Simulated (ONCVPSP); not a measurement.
**Transferability test, ONCV potential for titanium**

Ti (Z = 22), optimised norm-conserving Vanderbilt (ONCV), made with ONCVPSP 4.0.1 (PBE, scalar-relativistic). Core [Ne], reference 3s2 3p6 3d2 4s2. Waves: 3s+4s: rc 1.50 bohr, ncon 5, nbas 9, qcut 8.7 1/bohr, 2 projectors; 3p: rc 1.10 bohr, ncon 4, nbas 8, qcut 7.8 1/bohr, 2 projectors, debl 3.7 Ha; 3d: rc 1.55 bohr, ncon 4, nbas 8, qcut 12 1/bohr, 1 projector; f scattering state at 0.02 Ha: rc 1.50 bohr, ncon 4, nbas 8, qcut 7.7 1/bohr, 1 projector. Local part: polynomial inside 0.95 bohr (lpopt 5, dvloc0 3 Ha). Core correction: none.

Energies are relative to the spin-unpolarised reference configuration 3s2 3p6 3d2 4s2; without spin polarisation the order of configurations can differ from experiment.

```
valence configuration  charge  ΔE all-electron (eV)  error AE − PS (meV)
      3s2 3p6 3d2 4s1      +1                 7.347                 -0.3
      3s2 3p6 3d2 4s0      +2                20.919                 -0.6
      3s2 3p6 3d1 4s0      +3                47.867                  +11
```

(1) What are ΔE and the potential's error for 3s2 3p6 3d2 4s0 4p2?

Levels in the configuration 3s2 3p6 3d1 4s0:

```json
{"level": "3s", "all-electron (eV)": "-95.044", "pseudo (eV)": "-95.043"}
{"level": "3p", "all-electron (eV)": "-70.922", "pseudo (eV)": "-70.914"}
{"level": "3d", "all-electron (eV)": "-34.691", "pseudo (eV)": "-34.643"}
```

Note: no bound ghost flagged; GHOST(+) flagged for f at 9.3 eV.

## Answers

(1) ΔE = 6.288 eV all-electron; the error (AE − PS) is +0.1 meV.
